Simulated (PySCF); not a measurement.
Computed with PBE0/[Pb def2-TZVPD with ECP60, H def2-TZVPD], scalar-relativistic core potentials, density fitting, no spin–orbit coupling, PySCF. Open shells, if any, are unrestricted.

**Question.** What shape and geometry does isolated singlet PbH₅⁻ take (every ligand bound to Pb)?

**Answer.** Counting electrons, lead keeps none of its valence electrons outside its bonds, so the VSEPR class is AX5 and the expected shape is trigonal bipyramidal (D3h), as computed. The lowest minimum found is a singlet of D3h symmetry with Pb–H 1.819 Å (×3), Pb–H 1.963 Å (×2); H–Pb–H 90.0° (×6), H–Pb–H 120.0° (×3), H–Pb–H 180.0°. Its harmonic wavenumbers are 397 (e'), 653 (e'), 678 (a2''), 863 (e''), 979 (a1'), 1181 (a2''), 1584 (e'), 1592 (a1') cm⁻¹ and its dipole moment is 0.00 D about the centre of mass.

This need not be the most stable arrangement of these atoms. The lowest empty level of this anion is unbound, so it and the gap depend on the basis. Spin–orbit coupling, left out here, can matter for elements this heavy.
